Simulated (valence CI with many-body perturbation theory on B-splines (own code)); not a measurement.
## Pd XLI: input, log and results

Computed by relativistic CI+MBPT: four valence electrons over a frozen Dirac-Fock core [He], radial functions for each j: 11 s, 11 p, 10 d, 8 f, 5 g, 2 h, with the one-electron correlation potential Σ1 (screened to all orders), the two-electron term Σ2, the three-electron term Σ3, Breit, model QED; selected single and double excitations, second order for the rest, scaled by the run's own slope (own B-spline code, finite nucleus).

Command, and the settings that its task file holds:

```sh
python run_cv.py task.json out
```

```
atom Pd  Z=46  mass_number=106  rms_radius_fm=4.5318
core [He]
valence 2s2 2p2
avg = 1
basis = M
breit = 1
cap = 32000
capref = 2000
cscale = 1
de = 0.0
dress = 0
eps = 2e-08
extrap = 1
h = 0.27
hh = 1
l2 = 3
lcore = 6
maxit = 60
n2 = 5
natural = 1
nlev = 150
nno = [5, 5, 5, 4, 2, 1]
nroot = 36
nsp = [6, 6, 5, 4, 3, 1]
pt2 = 1
qed = 1
rpa = 1
s1 = 1
s2 = 1
s3 = 1
screen = 1
tol = 2e-05
whole = 1
```

It took 4.1 min on 1 thread of Arm Neoverse N1 (shared host).

Log. The first blocks belong to the next ion, which gives the ionisation energy. Fields: 2J, parity (1 odd), roots, reference size, generating configurations, candidates as configurations/state functions, variational space P, stored matrix elements, Davidson steps; e2 is the range of second-order energies in hartree. The first line gives the box (bohr), its intervals, the orbitals and the steps of their self-consistent field. Window is the range of levels sought, series limit the energy at which the first omitted orbital would enter, core excitation an estimate of the first excitation out of the core, left out the lowest levels not solved, and shifts from estimates the range by which levels moved from their first estimate, all in cm⁻¹.

```
rmax 3.6 intervals 58 orbitals 83 references ['2s2 2p2', '2s 2p3', '2p4'] scf 3 t 0.8
2J=1 par=1 roots 2 ref 40 generators 2 cand 2165/3157 P 2197/3197 nnz 2e+06 it 5
2J=1 par=1 roots 2 ref 40 generators 2 cand 481/683 P 2678/3880 nnz 2.9e+06 it 5
   second order: generators 6 cand 3556/5080 e2 -0.00001 -0.00001
reference levels 1204, estimated 786, window 33370821 1/cm; series limit 46538610, core excitation 172670065
2J=0 par=0 roots 18 ref 53 generators 17 cand 1807/2846 P 4288/6399 nnz 2.7e+06 it 7
2J=0 par=0 roots 18 ref 53 generators 19 cand 12667/21915 P 16955/28314 nnz 3.6e+07 it 8
   second order: generators 52 cand 42113/75967 e2 -0.00005 -0.00000
2J=2 par=0 roots 33 ref 124 generators 20 cand 598/2045 P 2355/7200 nnz 4.7e+06 it 7
2J=2 par=0 roots 33 ref 124 generators 20 cand 6599/24778 P 8954/31978 nnz 5.5e+07 it 8
   second order: generators 45 cand 49871/211962 e2 -0.00244 -0.00096
2J=4 par=0 roots 36 ref 150 generators 21 cand 486/2025 P 2132/7206 nnz 5.3e+06 it 10
2J=4 par=0 roots 36 ref 150 generators 22 cand 5385/24749 P 7517/31955 nnz 6.1e+07 it 8
   second order: generators 58 cand 63904/360240 e2 -0.00412 -0.00164
2J=4 par=1 roots 32 ref 147 generators 22 cand 511/2053 P 2107/7207 nnz 5.2e+06 it 6
2J=4 par=1 roots 32 ref 147 generators 22 cand 5357/24782 P 7464/31989 nnz 6.1e+07 it 8
   second order: generators 48 cand 59687/341310 e2 -0.00514 -0.00124
2J=2 par=1 roots 33 ref 127 generators 23 cand 588/2009 P 2433/7164 nnz 4.6e+06 it 5
2J=2 par=1 roots 33 ref 127 generators 23 cand 6625/24781 P 9058/31945 nnz 5.6e+07 it 8
   second order: generators 52 cand 58385/245604 e2 -0.00306 -0.00075
2J=6 par=1 roots 19 ref 122 generators 15 cand 558/2063 P 2190/7226 nnz 5.4e+06 it 7
2J=6 par=1 roots 19 ref 122 generators 15 cand 5253/24732 P 7443/31958 nnz 6.4e+07 it 8
   second order: generators 36 cand 53969/367197 e2 -0.00382 -0.00140
2J=0 par=1 roots 14 ref 49 generators 13 cand 1901/3165 P 4188/6441 nnz 2.7e+06 it 7
2J=0 par=1 roots 14 ref 49 generators 13 cand 12879/22143 P 17067/28584 nnz 3.7e+07 it 7
   second order: generators 27 cand 24333/44730 e2 -0.00002 -0.00001
2J=6 par=0 roots 21 ref 123 generators 12 cand 504/2037 P 2156/7160 nnz 5.3e+06 it 7
2J=6 par=0 roots 21 ref 123 generators 14 cand 5147/25156 P 7303/32316 nnz 6.5e+07 it 8
   second order: generators 32 cand 53815/367488 e2 -0.00336 -0.00139
2J=8 par=1 roots 8 ref 82 generators 7 cand 613/2039 P 2338/7081 nnz 4.8e+06 it 5
2J=8 par=1 roots 8 ref 82 generators 9 cand 5952/27800 P 8290/34881 nnz 8.1e+07 it 7
   second order: generators 16 cand 29206/216827 e2 -0.00122 -0.00061
2J=8 par=0 roots 9 ref 83 generators 7 cand 692/2122 P 2368/7240 nnz 4.9e+06 it 5
2J=8 par=0 roots 9 ref 83 generators 7 cand 5771/28574 P 8139/35814 nnz 7.4e+07 it 7
   second order: generators 17 cand 36510/259990 e2 -0.00316 -0.00061
2J=10 par=0 roots 3 ref 46 generators 5 cand 1545/4754 P 2605/7562 nnz 4.9e+06 it 5
2J=10 par=0 roots 3 ref 46 generators 5 cand 7014/35849 P 9619/43411 nnz 1.2e+08 it 6
   second order: generators 9 cand 19899/154819 e2 -0.00019 -0.00010
2J=10 par=1 roots 2 ref 45 generators 3 cand 1526/5265 P 2471/7819 nnz 5.3e+06 it 5
2J=10 par=1 roots 2 ref 45 generators 4 cand 5352/28754 P 7823/36573 nnz 9.5e+07 it 5
   second order: generators 7 cand 22463/147089 e2 -0.00047 -0.00016
left out: unestimated 42772487, estimated 35128845, shifts from estimates -115 to 203
operators 0.4
```

The Davidson iterations converged.

The last digits are not significant, and no measured levels were compared; by estimate large intervals hold to a few tenths of a per cent, small ones and those within an open d or f shell to about a per cent. Among the levels kept, up to 940 cm⁻¹ of a level comes from second order outside the variational space, and about a tenth of that is noise between levels of different J, which matters for small intervals.

```
Valence energy                            : -971.2347 hartree
Ionisation energy                         : 6252.5 eV (NIST: 6242 ± 7 eV (semi-empirical))
Reference configurations for the orbitals : 2s2 2p2, 2s 2p3, 2p4
Radial orbitals                           : 83
Box radius                                : 3.642 bohr
Largest variational space                 : 43411
Lowest levels                             : (2s^2 2p1/2^2) J=0 0.000, (2s^2 2p1/2 2p3/2) J=1 11.663, (2s^2 2p1/2 2p3/2) J=2 12.662, (2s 2p1/2^2 2p3/2) J=2 22.388, (2s^2 2p3/2^2) J=2 25.045, (2s 2p1/2^2 2p3/2) J=1 26.217, (2s^2 2p3/2^2) J=0 27.449, (2s 2p1/2 2p3/2^2) J=2 [a] 33.493, (2s 2p1/2 2p3/2^2) J=3 35.586, (2s 2p1/2 2p3/2^2) J=0 37.747, (2s 2p1/2 2p3/2^2) J=1 [a] 38.565, (2s 2p1/2 2p3/2^2) J=2 [b] 39.295, (2s 2p1/2 2p3/2^2) J=1 [b] 39.661, (2s 2p3/2^3) J=2 49.683 Ry
```

Levels are named by their leading jj configuration (3d3/2^4 stands for four electrons in 3d with j = 3/2), which in mixed levels can hold well under half, so a name can repeat and another be missing. Letters in brackets count levels of one name in rising energy.
